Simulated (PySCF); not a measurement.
# One molecule, several mistakes: GeH4NOSi

All numbers below are calculated, not measured. The program is PySCF 2.14.0, an open-source quantum chemistry code, run on an isolated molecule that a program drew, which may never have been made. The molecule is GeH4NOSi (charge 0, doublet), drawn as the SMILES string `[NH2][GeH][SiH]=O`.

Each row is a Hartree-Fock (HF) and frozen-core CCSD(T) single point in the cc-pV(D+d)Z basis, meant for a local HF minimum. Run 1 is clean. Each other run has one planted mistake out of seven kinds, and not every kind appears here: one electron removed, one electron added, multiplicity raised by two, geometry at a saddle point, minimal basis STO-3G, one bond length entered in bohr, all coordinates scaled. The reference is restricted for singlets and unrestricted otherwise, and also for a bond in bohr. Adding or removing an electron swaps singlet and doublet. Electrons count all cores. HOMO and LUMO are orbital energies over both spins, the gradient is its largest component, and the lowest frequency (negative if imaginary) is given only where the gradient is small. Bond lengths are over the 7 bonds as drawn. T1 is the CCSD diagnostic: over 0.02 (restricted) or 0.045 (unrestricted) a single reference is doubtful. Germanium has the cc-pVDZ-PP basis, with a core potential (ECP10MDF) in place of its 10 inner electrons, and its 3s, 3p and 3d shells are frozen in CCSD(T).

Geometry of the clean run:
```xyz
8
GeH4NOSi, angstrom
N     1.3446    0.7211    1.5552
Ge    0.3041   -0.7852    1.3916
Si   -1.1849   -0.9796    3.2434
O    -2.4254   -1.8267    3.2311
H     2.0253    0.7209    2.2944
H     1.7824    1.0431    0.7095
H    -0.4010   -0.6959    0.0343
H    -0.6616   -0.3214    4.4648
```

```
run  electrons  basis functions  <S^2>  HOMO (eV)  LUMO (eV)  gradient (hartree/bohr)  lowest frequency (cm^-1)  mean bond (Å)  longest bond (Å)      T1  HF (hartree)  CCSD(T) (hartree)                     mistake
  1         65               94  0.774      -8.46       0.34                  3.9e-05                        83         1.5356             2.384  0.0241    -713.93396         -714.51811                    no fault
  2         66               94  0.000      -1.17       6.91                  4.9e-02                         -         1.5356             2.384  0.0207    -713.94585         -714.55288          one electron added
  3         65               94  3.779      -6.06       0.14                  1.5e-01                         -         1.5356             2.384  0.0393    -713.82953         -714.36818  multiplicity raised by two
  4         65               94  1.343      -8.68      -0.09                  2.5e-02                         -         1.7693             3.473  0.0573    -713.86009         -714.41489                           ?
```

**Which mistake was planted in run 4, and what did it cost?**

The mean bond changes by a factor of 1.152 and the longest by 1.457, so the molecule wasn't scaled as a whole. A length L in bohr read as angstrom grows by (1/0.5292 - 1) L = 0.890 L. The 7 bonds together grew by 7 x 0.2337 = 1.636 Å, which gives L = 1.839 Å. That is bond N1-Ge2, 1.838 Å in the clean geometry. So the mistake is: one bond length entered in bohr. Subtracting run 1 and multiplying by 627.51 kcal/mol a hartree, the energy moved by 46.4 kcal/mol in HF and 64.8 kcal/mol in CCSD(T).

Cautions from the logs. Run 2: T1 is over the limit, so its CCSD(T) energy is less reliable; run 4: T1 is over the limit, so its CCSD(T) energy is less reliable.
